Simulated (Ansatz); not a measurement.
Relaxation of CH$_{7}$BN$_{2}$ (11 atoms, charge 0, multiplicity 1), to a largest force component of 0.02 eV/Å in at most 40 steps.

These are results of RKS LDA/def2-SVP (Ansatz 0.2.0), not measurements.

```xyz
11
Properties=species:S:1:pos:R:3
B 0.000 0.000 0.000
N 0.000 0.000 1.550
H -0.877 -0.271 2.080
H 0.877 0.271 2.080
C 1.386 0.000 -0.800
H 1.715 -1.046 -0.970
H 1.249 0.508 -1.777
H 2.155 0.538 -0.208
N -1.342 0.000 -0.775
H -2.011 -0.816 -0.676
H -1.591 0.816 -1.404
```

Problem. Where does it end, and by what steps?

Solution. It converged. After 8 steps the energy has fallen by 1.385 eV; H11 moved furthest, 0.89 Å.

| step | energy less start (eV) | largest force component (eV/Å) | accepted |
| --- | --- | --- | --- |
| 0 | 0.0000 | 2.975 | yes |
| 1 | -0.8000 | 1.298 | yes |
| 2 | -1.1044 | 1.077 | yes |
| 3 | -1.2748 | 0.480 | yes |
| 4 | -1.3619 | 0.195 | yes |
| 5 | -1.3828 | 0.093 | yes |
| 6 | -1.3849 | 0.083 | yes |
| 7 | -1.3853 | 0.027 | yes |
| 8 | -1.3853 | 0.010 | yes |

```xyz
11
Properties=species:S:1:pos:R:3
B -0.040 -0.001 0.023
N -0.027 -0.103 1.433
H -0.861 -0.220 2.011
H 0.842 -0.081 1.966
C 1.324 0.121 -0.762
H 1.715 -0.889 -1.020
H 1.216 0.678 -1.717
H 2.112 0.630 -0.167
N -1.258 -0.033 -0.694
H -2.177 -0.144 -0.264
H -1.286 0.042 -1.711
```

Whether the end is a true minimum wasn't checked by a vibrational analysis.

Run time: 8.1 s on 1 thread of Intel(R) Xeon(R) 6975P-C (Granite Rapids) (shared host), peak memory 0.13 GiB.
